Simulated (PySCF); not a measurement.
**C₆ coefficients of unlike pairs at B3LYP**

Calculated with PySCF 2.14 from the dipole response of each species, C₆(A,B) = (3/π) ∫ α_A(iu) α_B(iu) du, in atomic units, from isotropic polarisabilities. For ions this is the dispersion term alone; charge-induced terms of lower order in 1/R come first.

```json
{"species": "O²⁺", "configuration": "[He] 2s2 2p2 (3P)", "basis": "aug-cc-pVTZ (5s4p3d2f)", "relativity": "none", "α (bohr³)": "1.726", "C₆ (like pair)": "2.305"}
{"species": "Ne³⁺", "configuration": "[He] 2s2 2p3 (4S)", "basis": "aug-cc-pVQZ (6s5p4d3f2g)", "relativity": "none", "α (bohr³)": "0.6795", "C₆ (like pair)": "0.6001"}
{"species": "I²⁺", "configuration": "[Kr] 4d10 5s2 5p3 (4S)", "basis": "aug-cc-pVQZ-PP with one added diffuse shell each of s, p, d, f, g type with ECP28MDF (8s8p6d4f3g)", "relativity": "core potential", "α (bohr³)": "13.67", "C₆ (like pair)": "93.17"}
{"species": "Pd", "configuration": "[Kr] 4d10 (1S)", "basis": "aug-cc-pwCVTZ-PP with ECP28MDF (8s8p7d4f3g)", "relativity": "core potential", "α (bohr³)": "24.39", "C₆ (like pair)": "159.7"}
```

Problem. Estimate C₆ for I²⁺ with Ne³⁺.

Solution. The integral gives 6.706. The combination rule 2 C_A C_B / (C_A α_B/α_A + C_B α_A/α_B) gives 6.694 and the geometric mean 7.477.

No spin-orbit coupling is included.

The other pairs:

```csv
pair,C₆
"Pd, O²⁺",18.21
"Pd, I²⁺",120.1
"Ne³⁺, O²⁺",1.140
"Pd, Ne³⁺",8.500
"I²⁺, O²⁺",14.28
```
